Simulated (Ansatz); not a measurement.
Geometry optimisation, RKS r2SCAN/def2-SVP (Ansatz 0.2.0).

input.yaml

```yaml
crystal:
  periodic: [false, false, false]
  atoms:
    - { symbol: B, position_ang: [-0.625, 1.6599, 1.1178] }
    - { symbol: C, position_ang: [-0.8313, 0.348, 0.2923] }
    - { symbol: "N", position_ang: [0.447, -0.192, 0.0029] }
    - { symbol: C, position_ang: [0.7082, -1.2821, -0.6349] }
    - { symbol: Se, position_ang: [2.4029, -1.9664, -0.9824] }
    - { symbol: H, position_ang: [0.0353, 1.7321, 2.05] }
    - { symbol: H, position_ang: [-1.5651, 2.4494, 1.137] }
    - { symbol: H, position_ang: [-1.3804, -0.3508, 0.8936] }
    - { symbol: H, position_ang: [-1.3572, 0.5771, -0.6169] }
    - { symbol: H, position_ang: [-0.22, -1.8526, -0.9726] }
    - { symbol: H, position_ang: [2.4511, -1.1795, -2.2663] }
basis:
  gaussian: { orbitals: def2-SVP }
hamiltonian:
  xc: r2scan
relax:
  f_tol: 0.015
  max_steps: 40
```

Run as:

```bash
$ ansatz run input.yaml --threads 2 --pin off --max-ram 3072MiB --backend cpu --events-out ev --progress --plain --runs-dir out
```

Question: Where does it end, and by what steps?

Answer: The run converged. After 22 steps the energy has fallen by 1.162 eV; H10 moved furthest, 1.36 Å.

```json
{"step": "0", "energy less start (eV)": "0.0000", "largest force component (eV/Å)": "4.063", "accepted": "yes"}
{"step": "1", "energy less start (eV)": "-0.5433", "largest force component (eV/Å)": "1.978", "accepted": "yes"}
{"step": "2", "energy less start (eV)": "-0.5029", "largest force component (eV/Å)": "2.128", "accepted": "no"}
{"step": "3", "energy less start (eV)": "-0.6815", "largest force component (eV/Å)": "0.365", "accepted": "yes"}
{"step": "4", "energy less start (eV)": "-0.7082", "largest force component (eV/Å)": "0.282", "accepted": "yes"}
{"step": "5", "energy less start (eV)": "-0.7314", "largest force component (eV/Å)": "0.196", "accepted": "yes"}
{"step": "6", "energy less start (eV)": "-0.7437", "largest force component (eV/Å)": "0.477", "accepted": "yes"}
{"step": "7", "energy less start (eV)": "-0.7732", "largest force component (eV/Å)": "0.430", "accepted": "yes"}
{"step": "8", "energy less start (eV)": "-0.8254", "largest force component (eV/Å)": "0.621", "accepted": "yes"}
{"step": "9", "energy less start (eV)": "-0.9076", "largest force component (eV/Å)": "0.790", "accepted": "yes"}
{"step": "10", "energy less start (eV)": "-1.0071", "largest force component (eV/Å)": "0.718", "accepted": "yes"}
{"step": "11", "energy less start (eV)": "-1.0620", "largest force component (eV/Å)": "0.534", "accepted": "yes"}
{"step": "12", "energy less start (eV)": "-1.0688", "largest force component (eV/Å)": "1.253", "accepted": "yes"}
{"step": "13", "energy less start (eV)": "-1.1218", "largest force component (eV/Å)": "1.379", "accepted": "yes"}
{"step": "14", "energy less start (eV)": "-1.1497", "largest force component (eV/Å)": "0.411", "accepted": "yes"}
{"step": "15", "energy less start (eV)": "-1.1581", "largest force component (eV/Å)": "0.160", "accepted": "yes"}
{"step": "16", "energy less start (eV)": "-1.1585", "largest force component (eV/Å)": "0.199", "accepted": "yes"}
{"step": "17", "energy less start (eV)": "-1.1610", "largest force component (eV/Å)": "0.090", "accepted": "yes"}
{"step": "18", "energy less start (eV)": "-1.1611", "largest force component (eV/Å)": "0.064", "accepted": "yes"}
{"step": "19", "energy less start (eV)": "-1.1614", "largest force component (eV/Å)": "0.031", "accepted": "yes"}
{"step": "20", "energy less start (eV)": "-1.1614", "largest force component (eV/Å)": "0.033", "accepted": "yes"}
{"step": "21", "energy less start (eV)": "-1.1616", "largest force component (eV/Å)": "0.024", "accepted": "yes"}
{"step": "22", "energy less start (eV)": "-1.1617", "largest force component (eV/Å)": "0.014", "accepted": "yes"}
```

```xyz
11
Properties=species:S:1:pos:R:3
B -0.781 1.620 1.160
C -0.832 0.219 0.482
N 0.410 -0.506 0.392
C 0.793 -0.918 -0.739
Se 2.456 -1.840 -0.910
H 0.191 1.995 1.767
H -1.781 2.298 1.130
H -1.487 -0.289 1.236
H -1.437 0.211 -0.453
H 0.231 -0.788 -1.689
H 2.302 -2.059 -2.357
```

Time of the run: 110 s on 2 threads of Arm Neoverse V1, on a shared host, peak memory 0.18 GiB.
